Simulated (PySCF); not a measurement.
**Structure elucidation problem**

An unknown has the formula C6H13P. Its calculated NMR data are:

¹H NMR (500 MHz, computed): δ 8.86 (m, 1H), 2.32 (m, 3H), 1.93 (m, 1H), 1.73 (m, 2H), 1.12 (d, 6H).

¹³C{¹H} NMR (computed): δ 198.4, 44.1, 30.4, 26.2, 21.9.

In vacuum, non-relativistic, single conformer, rapidly exchanging positions averaged. NMR shieldings at PBE0/pcSseg-1/GIAO; GFN2-xTB geometry; PySCF 2.14.0 with density-fitted response routines.

Scale: ¹H (σref 31.72) and ¹³C (σref 186.93) vs TMS (reference shieldings calculated alike).

Task: What is the structure?

Result: 
5 carbon signals for 6 carbons: some carbons are equivalent by symmetry or fast rotation. Carbon types of the structure: 2 × CH, 1 × CH2, 3 × CH3, which accounts for all hydrogens. δC 198.4: carbon double-bonded to a heavier main-group atom. δC 30.4: sp3 CH; a saturated carbon with 3 carbon neighbours and no heteroatom attached. δC 26.2, 21.9: methyl carbon; a saturated carbon with 1 carbon neighbour and no heteroatom attached. δH 8.86: hydrogen on a carbon double-bonded to a heavier main-group atom. δH 2.32, 1.12: hydrogen on a methyl carbon. δH 1.93: hydrogen on an sp3 CH. δH 1.73: hydrogen on an sp3 CH2 bonded to P.

The compound is `C/C=P\CC(C)C`.

This is the structure that produced the data.

Splittings by ³¹P in the carbon and heteronuclear signals aren't shown, as no couplings were computed. Shifts are as computed. Against solution values, carbons near 30 ppm lie about +3 ppm off and those near 130 ppm about +5 ppm. Of 1211 compounds with measured shifts, 218 miss one by over three times the rms of a fit or turn the order of signals round; such compounds aren't used in these exercises. Multiplicities follow the n + 1 count of equivalent neighbours, as no J values were calculated; m marks all less simple cases, F and P coupling included.
